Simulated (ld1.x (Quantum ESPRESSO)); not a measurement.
**What the settings do to the TM potential of Si (Z = 14)**

Base potential:

```
Element                 : silicon
Generator               : ld1.x (Quantum ESPRESSO) 7.5
Type                    : norm-conserving Troullier–Martins (Kleinman–Bylander form)
Functional              : PBEsol
Relativity              : non-relativistic
Frozen core             : [He]
Valence charge          : 12
Reference configuration : 2s2 2p6 3s2 3p1 (charge +1)
Partial waves           : 2s (bound): rc 0.90 bohr; 2p (bound): rc 0.55 bohr
Local potential         : all-electron potential smoothed inside 0.45 bohr (lloc = -1)
Core correction         : none
```

Occupied shells without a wave of their own: 3p, 3s. They enter only through the test configuration that unscreens the potential.

Cutoffs, loose and tight: the cutoffs (Ry, on a coarse ladder) from which the occupation-weighted sum of valence levels, in a spherical-Bessel basis at the reference potential, stays within 10 and 1 mRy of its value at 400 Ry. They do not see the model core or the augmentation charge, which bear on the density cutoff. Test errors are all-electron minus pseudo excitation energies from the reference, over the configurations 2s2 2p6 3s2 3p2; 2s2 2p6 3s2 3p0; 2s2 2p6 3s1 3p0; 2s2 2p6 3s0 3p4; 2s2 2p6 3s0 3p0; 2s2 2p6 3s1 3p3; 2s1 2p6 3s2 3p2. A dash means not determined; rows that change the core or the reference have their own tests.

A true bound ghost makes a file unfit for plane-wave use even where its test errors are small: the radial tests pick states by their node count and pass the ghost by.

| change | outcome | cutoff, loose | cutoff, tight | bound ghosts | largest test error (meV) |
| --- | --- | --- | --- | --- | --- |
| base | generated, misses its reference levels by 0.24 eV | over 300 Ry | over 300 Ry | none | -810 |
| local potential all-electron potential smoothed inside 0.36 bohr (lloc = -1) | generated, misses its reference levels by 0.25 eV | over 300 Ry | over 300 Ry | none | -863 |
| local potential all-electron potential smoothed inside 0.42 bohr (lloc = -1) | generated, misses its reference levels by 0.24 eV | over 300 Ry | over 300 Ry | none | -829 |
| local potential all-electron potential smoothed inside 0.52 bohr (lloc = -1) | generated, misses its reference levels by 0.23 eV | over 300 Ry | over 300 Ry | none | -766 |
| local potential all-electron potential smoothed inside 0.62 bohr (lloc = -1) | generated, misses its reference levels by 0.20 eV | over 300 Ry | over 300 Ry | none | -637 |
| local potential all-electron potential smoothed inside 0.68 bohr (lloc = -1) | generated, misses its reference levels by 0.16 eV | over 300 Ry | over 300 Ry | none | -476 |
| local potential all-electron potential smoothed inside 0.76 bohr (lloc = -1) | generated | over 300 Ry | over 300 Ry | none | -260 |
| local potential all-electron potential smoothed inside 0.88 bohr (lloc = -1) | generated, misses its reference levels by 2.03 eV | over 300 Ry | over 300 Ry | s | +6943 |
| local potential all-electron potential smoothed inside 0.96 bohr (lloc = -1) | generated, misses its reference levels by 0.45 eV | over 300 Ry | over 300 Ry | none | -1256 |
| local potential all-electron potential smoothed inside 1.02 bohr (lloc = -1) | generated, misses its reference levels by 0.27 eV | over 300 Ry | over 300 Ry | none | -967 |

Reading the sweep of the rcloc (base included, trends over the rows without a ghost): The median size of the test errors (rows with all tests solved) is not monotonic: lowest 71.3 meV at 0.76 bohr, highest 479.1 meV at 1.02 bohr. Bound ghosts are found at 0.88 bohr.
